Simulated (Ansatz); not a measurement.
H₇MgNOSi₂ (`[OH][Mg][N]([SiH3])[SiH3]`). Charge 0, multiplicity 1. All single points use the PBE0-D4/def2-TZVP geometry. It is one conformer, not always the lowest.

```xyz
12

O    -2.836   -1.586   -1.160
Mg   -1.384   -0.781   -0.591
N     0.176    0.104    0.086
Si    1.428   -0.886    0.700
Si    0.198    1.812    0.023
H    -3.496   -2.027   -1.676
H     2.717   -0.743   -0.035
H     1.716   -0.657    2.146
H     0.981   -2.310    0.551
H    -1.097    2.251   -0.593
H     1.301    2.364   -0.815
H     0.296    2.458    1.364
```

Question: What is the dipole moment at PBE/def2-TZVPP? (Best estimate.)

Answer: The calculation gave: 1.29 D, with components (-0.83, -0.59, -0.78) D in this frame, pointing from negative to positive charge.

Question: And with r2SCAN, B3LYP, ωB97M-V? (Estimate.)

Answer: Computed: r2SCAN 1.32 D, B3LYP 1.26 D, ωB97M-V 1.28 D.

Question: Give the Mulliken charges with PBE, r2SCAN, B3LYP in def2-TZVPP. (Estimate.)

Answer: Computed: 
```
atom    PBE  r2SCAN  B3LYP
  O1  -0.60   -0.67  -0.64
 Mg2   0.85    1.00   0.92
  N3  -0.51   -0.70  -0.60
 Si4   0.25    0.37   0.33
 Si5   0.25    0.37   0.33
  H6   0.18    0.19   0.17
  H7  -0.07   -0.09  -0.08
  H8  -0.07   -0.09  -0.08
  H9  -0.07   -0.10  -0.09
 H10  -0.07   -0.10  -0.09
 H11  -0.07   -0.09  -0.08
 H12  -0.07   -0.09  -0.08
```

B3LYP here is the variant with VWN-RPA as its local correlation; programs differ in this.
